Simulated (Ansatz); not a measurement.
`[C-]#[N+]CCCCCCCCCC` with charge -1. Charge -1, multiplicity 2. Geometry PBE-D4/def2-SVP, that of the neutral singlet; atoms count from 1.

```
atom    x (Å)    y (Å)    z (Å)
  C1   6.5385  -0.4816  -3.5496
  N2   5.7265  -0.0652  -2.7921
  C3   4.7277   0.4004  -1.8962
  C4   3.4610  -0.4657  -1.9214
  C5   2.3904   0.0406  -0.9526
  C6   1.1152  -0.8069  -0.9610
  C7   0.0383  -0.3137   0.0092
  C8  -1.2362  -1.1645  -0.0131
  C9  -2.3113  -0.7446   0.9983
 C10  -2.9148   0.6439   0.7510
 C11  -4.0960   0.9980   1.6663
 C12  -3.7420   1.1012   3.1522
 H13   4.4810   1.4521  -2.1601
 H14   5.1580   0.4243  -0.8710
 H15   3.0626  -0.4864  -2.9584
 H16   3.7389  -1.5126  -1.6744
 H17   2.1327   1.0953  -1.2007
 H18   2.8066   0.0687   0.0800
 H19   0.6979  -0.8316  -1.9930
 H20   1.3742  -1.8628  -0.7199
 H21  -0.2063   0.7449  -0.2298
 H22   0.4518  -0.2992   1.0437
 H23  -0.9590  -2.2256   0.1744
 H24  -1.6692  -1.1455  -1.0394
 H25  -1.8804  -0.7933   2.0231
 H26  -3.1320  -1.4962   0.9818
 H27  -3.2496   0.7021  -0.3090
 H28  -2.1283   1.4240   0.8613
 H29  -4.9014   0.2416   1.5284
 H30  -4.5314   1.9632   1.3280
 H31  -2.9366   1.8469   3.3228
 H32  -3.3887   0.1341   3.5651
 H33  -4.6178   1.4139   3.7561
```

The highest occupied level of the charge -1 doublet lies above zero (up to 3.55 eV). By energy differences it is unbound by 2.32 eV (vertical, against the charge 0 singlet, at PBE0-D4/def2-SVP) and held by the finite basis.

(1) Estimate the Mulliken populations of the heavy atoms from the PBE0/def2-SVP orbitals of Ansatz.

(2) Where does the spin sit?

(3) And the Mayer bond orders between heavy atoms (over 0.3)?

Answers

(1) 
| atom | charge (e) | spin (α − β) |
| --- | --- | --- |
| C1 | -0.41 | 0.27 |
| N2 | -0.15 | 0.02 |
| C3 | 0.22 | -0.04 |
| C4 | -0.03 | -0.03 |
| C5 | 0.00 | -0.02 |
| C6 | -0.03 | -0.01 |
| C7 | -0.04 | -0.01 |
| C8 | -0.03 | 0.00 |
| C9 | -0.01 | -0.02 |
| C10 | -0.04 | -0.02 |
| C11 | -0.03 | -0.03 |
| C12 | -0.02 | -0.06 |
Mulliken values depend strongly on the basis.

(2) Summed by element: C 0.02, N 0.02, H 0.96, of 1 unpaired in all. Largest on single atoms: C1 0.27, H14 0.11, H13 0.11.

(3) C1–N2 2.24 (1.19 Å); N2–C3 0.97 (1.42 Å); C3–C4 1.04 (1.53 Å); C4–C5 1.06 (1.53 Å); C5–C6 1.06 (1.53 Å); C6–C7 1.07 (1.53 Å); C7–C8 1.06 (1.53 Å); C8–C9 1.08 (1.53 Å); C9–C10 1.06 (1.53 Å); C10–C11 1.08 (1.54 Å); C11–C12 1.09 (1.53 Å).
